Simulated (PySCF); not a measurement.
**Property card for `C[C@H]1C/C1=C\C(F)(F)F`**

Species: C6H7F3.
Atom-mapped SMILES: `[CH3:1][C@H:2]1[CH2:3]/[C:4]1=[CH:5]\[C:6]([F:7])([F:8])[F:9]` (hydrogens: H10, H11, H12 on C1; H13 on C2; H14, H15 on C3; H16 on C5)

Structural features include: C=C double bond, CF3 group, C–F bond and cyclopropane ring.

**GFN2-xTB geometry**

```yaml
Point_group_of_the_GFN2-xTB_geometry: C1
Rotational_constants_A_B_C_of_the_GFN2-xTB_geometry: 3.618, 0.841, 0.804 GHz
```

wB97X-D/def2-SVPD ground state and vertical TDDFT (core frozen in the response) (PySCF):

```yaml
Dipole_moment: 3.51 D
HOMO_energy: -10.14 eV
LUMO_energy: 1.12 eV
HOMO–LUMO_gap: 11.26 eV
Lowest_singlet_excitation: 6.45 eV (192 nm, f = 0.002)
Strongest_line_among_the_8_lowest_singlet_transitions: S3 at 7.39 eV (168 nm, f = 0.551)
Lowest_triplet_excitation_Tamm–Dancoff: 4.56 eV
Static_isotropic_polarisability: 73.6 au
Electronic_spatial_extent_⟨r²⟩_about_the_centre_of_nuclear_charge: 1437 bohr²
```

Monoisotopic mass (most abundant isotopes): 136.0500 u.

The vertical singlet–triplet gap S1 − T1 is 1.89 eV (TDDFT singlet less Tamm–Dancoff triplet; S1: HOMO−1→LUMO, weight 0.90; T1: HOMO→LUMO, weight 0.92). A dipole of 3.51 D is allowed in C1, and pure rotational transitions are dipole-allowed. S1 lies 4.81 eV below the HOMO–LUMO gap; its leading configuration is HOMO−1→LUMO, weight 0.90. The polarisability is 10.91 Å³ as a volume (1 au = 0.148185 Å³), or 1.05 au for each of the 70 electrons. The 8 singlets span 6.45 to 9.11 eV, and their oscillator strengths add up to 0.66. The largest Löwdin shares of the HOMO are 0.39 on C5, 0.32 on C4, 0.05 on C3 and 0.04 on C2.

Isolated species at its GFN2-xTB geometry, gas phase.

The values belong to the conformer `[CH3:1][C@H:2]1[CH2:3]/[C:4]1=[CH:5]\[C:6]([F:7])([F:8])[F:9]`: C4–C5–C6–F7 1°.
